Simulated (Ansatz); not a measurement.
Ansatz (a first-principles code) input (CCSD(T)/aug-cc-pVTZ):

Ansatz 0.2 input:
```yaml
crystal:
  periodic: [false, false, false]
  atoms:
    - {symbol: B, position_ang: [0.16921358, -0.44969584, 0.25381394]}
    - {symbol: C, position_ang: [1.32801740, 0.04642195, -0.46326863]}
    - {symbol: C, position_ang: [-1.28159133, 0.26513779, 0.23425672]}
    - {symbol: H, position_ang: [0.23268719, -1.46872541, 0.93290649]}
    - {symbol: H, position_ang: [2.30725837, -0.43561526, -0.45037699]}
    - {symbol: H, position_ang: [1.31026773, 0.95120746, -1.07876905]}
    - {symbol: H, position_ang: [-1.29007071, 1.17167850, -0.38546028]}
    - {symbol: H, position_ang: [-1.61583126, 0.55917227, 1.24077769]}
    - {symbol: H, position_ang: [-2.06893565, -0.39859681, -0.15407613]}
basis:
  gaussian:
    orbitals: aug-cc-pVTZ
total_charge: -1
magnetization: {spin_polarized: false}
correlation: {method: ccsd_t, electrons: outside_noble_gas}
```

Output:

```
Functional definition: HF
integrals: 2.15 GiB planned
1541 factors; integrals over basis functions are off by at most 1.3e-3 eV
mean field: 1.15 GiB planned
mean field evaluation 1: about -2825.1579 eV, gradient 2.8e1 eV
mean field evaluation 2: about -2825.1582 eV, gradient 2.8e1 eV
mean field evaluation 4: about -2827.6687 eV, gradient 3.5e0 eV
mean field evaluation 8: about -2827.7227 eV, gradient 1.1e-3 eV
mean field evaluation 16: about -2827.7221 eV, gradient 2.5e-1 eV
mean field -2827.72273113 eV, -103.9168936695 hartree, gradient 1.9e-6 eV, S^2 0.000000; 0 other end points of the search recorded, 0 dependent functions left out
3 core orbitals not correlated
reference -2827.72273113 eV, -103.9168936695 hartree; 9, 9 occupied and 264, 264 virtual orbitals, 1541 factors
second order -13.37746986 eV of doubles, -0.00000000 eV of singles
coupled cluster: 4.86 GiB planned
cycle   1  -13.87663406 eV  change   -5.0e-1 eV  update   7.8e-2
cycle   2  -14.21818275 eV  change   -3.4e-1 eV  update   2.4e-2
cycle   3  -14.28346664 eV  change   -6.5e-2 eV  update   1.2e-2
cycle   4  -14.28153243 eV  change    1.9e-3 eV  update   4.4e-3
cycle   5  -14.27945457 eV  change    2.1e-3 eV  update   2.2e-3
cycle   6  -14.27959063 eV  change   -1.4e-4 eV  update   9.0e-4
cycle   7  -14.27953551 eV  change    5.5e-5 eV  update   3.8e-4
cycle   8  -14.27947009 eV  change    6.5e-5 eV  update   1.4e-4
cycle   9  -14.27948672 eV  change   -1.7e-5 eV  update   5.9e-5
cycle  10  -14.27950480 eV  change   -1.8e-5 eV  update   2.2e-5
perturbative correction -0.62614410 eV, -0.0230103711 hartree
Total energy: -2842.62838002 eV, -104.4646661632 hartree
```

It need not be the lowest isomer of its formula. Whether it binds its extra electron was not tested at this geometry.
